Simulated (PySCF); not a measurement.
GaCl2, SMILES [Cl][Ga+][Cl], charge +1.

The structure is a stationary point at r2SCAN-D4/def2-TZVP. The spin state was assumed, not searched. The isomer is the one that the SMILES or the coordinates give; other isomers of the formula were not compared.

Computed with TDDFT-PBE/def2-SVPD (PySCF).

Vertical excitations; the highest root listed may be one member of a degenerate set. The molecule is in vacuum. State labels are in the subgroup D2h.

```csv
state,symmetry,energy (eV),λ (nm),f,main pairs
S1,B2g,4.69,265,0.000,HOMO−1→LUMO (degenerate set)
S2,B3g,4.69,265,0.000,HOMO→LUMO (degenerate set)
S3,B3u,5.23,237,0.019,HOMO−2→LUMO (degenerate set)
S4,B2u,5.23,237,0.019,HOMO−3→LUMO (degenerate set)
S5,Au,6.25,198,0.000,"HOMO−1→LUMO+1 50 %, HOMO→LUMO+2 50 %"
S6,B1u,6.34,196,0.000,"HOMO→LUMO+1, HOMO−1→LUMO+2 (degenerate set)"
S7,Au,6.34,196,0.000,"HOMO→LUMO+2, HOMO−1→LUMO+1 (degenerate set)"
S8,B1u,6.60,188,0.003,"HOMO−4→LUMO 38 %, HOMO−1→LUMO+2 31 %, HOMO→LUMO+1 31 %"
S9,B1g,6.75,184,0.000,"HOMO−2→LUMO+1 50 %, HOMO−3→LUMO+2 50 %"
S10,B1g,6.84,181,0.000,"HOMO−3→LUMO+2 50 %, HOMO−2→LUMO+1 50 %"
T1,B2g,4.28,289,0,HOMO−1→LUMO (degenerate set)
T2,B3g,4.28,289,0,HOMO→LUMO (degenerate set)
T3,B3u,4.71,263,0,HOMO−2→LUMO (degenerate set)
T4,B2u,4.71,263,0,HOMO−3→LUMO (degenerate set)
```
Triplets are in the Tamm–Dancoff approximation, which puts them higher than full response would, so one can lie above its singlet here.
